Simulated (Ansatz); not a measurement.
Coupled-cluster run, `[OH][Hf]([OH])([SeH])[SeH]`.

```yaml
crystal:
  periodic: [false, false, false]
  atoms:
    - {symbol: O, position_ang: [-1.927218, -0.368483, 0.398111]}
    - {symbol: Hf, position_ang: [-0.064213, -0.115324, 0.125075]}
    - {symbol: O, position_ang: [1.084456, -1.140047, 1.238659]}
    - {symbol: Se, position_ang: [0.278016, -0.706200, -2.378270]}
    - {symbol: Se, position_ang: [0.633393, 2.336631, 0.608798]}
    - {symbol: H, position_ang: [-2.800770, -0.533884, 0.739096]}
    - {symbol: H, position_ang: [1.496750, -1.797521, 1.790450]}
    - {symbol: H, position_ang: [1.724101, -0.479400, -2.219654]}
    - {symbol: H, position_ang: [-0.424515, 2.804228, -0.302243]}
basis:
  gaussian: {orbitals: def2-TZVPP}
correlation: {method: ccsd_t}
```

```sh
$ ansatz run in.yaml --threads 2 --pin off --events-out ev --progress --plain --max-ram 22528MiB --backend cuda --devices 0, --max-vram 18GiB
```

Log, shortened:

```
Functional definition: HF
1731 factors; integrals over basis functions are off by at most 1.2e-3 eV
mean field evaluation 1: about -136038.1476 eV, gradient 5.8e1 eV
mean field evaluation 2: about -136038.3593 eV, gradient 5.8e1 eV
mean field evaluation 4: about -136044.5706 eV, gradient 3.5e0 eV
mean field evaluation 8: about -136044.6554 eV, gradient 3.6e-1 eV
mean field evaluation 16: about -136044.6563 eV, gradient 1.5e-6 eV
mean field -136044.65631525 eV, -4999.5489052053 hartree, gradient 1.5e-6 eV, S^2 0.000000; 0 other end points of the search recorded, 0 dependent functions left out
20 core orbitals not correlated: weight in the atoms' cores, before any rotation towards them, 1.000 or more for the frozen orbitals, at most 0.000 for the correlated occupied ones
reference -136044.65631525 eV, -4999.5489052053 hartree; 30, 30 occupied and 220, 220 virtual orbitals, 1731 factors
second order -36.91498519 eV of doubles, -0.00000000 eV of singles
cycle   1  -36.02199142 eV  change    8.9e-1 eV  update   1.6e-1
cycle   2  -36.89376026 eV  change   -8.7e-1 eV  update   6.0e-2
cycle   3  -37.15084816 eV  change   -2.6e-1 eV  update   3.0e-2
cycle   4  -37.11912667 eV  change    3.2e-2 eV  update   8.6e-3
cycle   5  -37.11178860 eV  change    7.3e-3 eV  update   3.3e-3
cycle   6  -37.11381894 eV  change   -2.0e-3 eV  update   1.0e-3
cycle   7  -37.11330899 eV  change    5.1e-4 eV  update   3.8e-4
cycle   8  -37.11311575 eV  change    1.9e-4 eV  update   1.4e-4
cycle   9  -37.11322422 eV  change   -1.1e-4 eV  update   5.6e-5
cycle  10  -37.11323817 eV  change   -1.4e-5 eV  update   2.1e-5
perturbative correction -1.49542068 eV, -0.0549556965 hartree
Total energy: -136083.26497410 eV, -5000.9677472483 hartree
```

Run time 8.5 s (2 threads of an AMD EPYC 7R13 on a shared host and a share of an NVIDIA H100 80 GB); peak host memory 0.87 GiB.

MP2 recovers 95.6 % of the CCSD(T) correlation energy and the triples give 3.9 %; T1 = 0.0137.
